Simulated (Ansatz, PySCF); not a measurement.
H2Te2, SMILES [TeH][TeH]. Atoms are numbered in the order given.

```xyz
4

Te     0.0020    -1.3655    -0.0462
Te    -0.0020     1.3655    -0.0462
H      1.1749    -1.5257     1.1281
H     -1.1749     1.5257     1.1281
```
Charge 0, spin multiplicity 1.

Coordinates come from a B3LYP-D3(BJ)/def2-TZVP optimisation. The def2 effective core potentials stand for the cores of Te; spin–orbit coupling is left out.

Two levels are set side by side: PBE-D3(BJ)/def2-TZVP (Ansatz, a quantum-chemistry and plane-wave program) and B3LYP-D3(BJ)/def2-TZVP (Ansatz). Each level has its own optimised geometry; the coordinates shown are those of the second. Frequencies come from the Hessian of PySCF at each geometry. Differences are taken from unrounded values.

| quantity | B3LYP-D3(BJ) |
|---|---|
| mean bond length (Å) | 2.022 |
| bond Te1–Te2 (Å) | 2.731 |
| bond Te1–H3 (Å) | 1.667 |
| bond Te2–H4 (Å) | 1.667 |
| highest harmonic wavenumber (cm⁻¹) | 2088 |
| mean harmonic wavenumber (cm⁻¹) | 976 |
| zero-point energy (kcal/mol) | 8.37 |

Q: What does PBE-D3(BJ) give, and how far is it from B3LYP-D3(BJ)? (Estimate from the structure and the level; the computed values follow.)

A: 
| quantity | PBE-D3(BJ) | PBE-D3(BJ) minus B3LYP-D3(BJ) |
|---|---|---|
| mean bond length (Å) | 2.027 | 0.005 |
| bond Te1–Te2 (Å) | 2.722 | -0.009 |
| bond Te1–H3 (Å) | 1.680 | 0.012 |
| bond Te2–H4 (Å) | 1.680 | 0.012 |
| highest harmonic wavenumber (cm⁻¹) | 2026 | -62 |
| mean harmonic wavenumber (cm⁻¹) | 950 | -26 |
| zero-point energy (kcal/mol) | 8.15 | -0.23 |
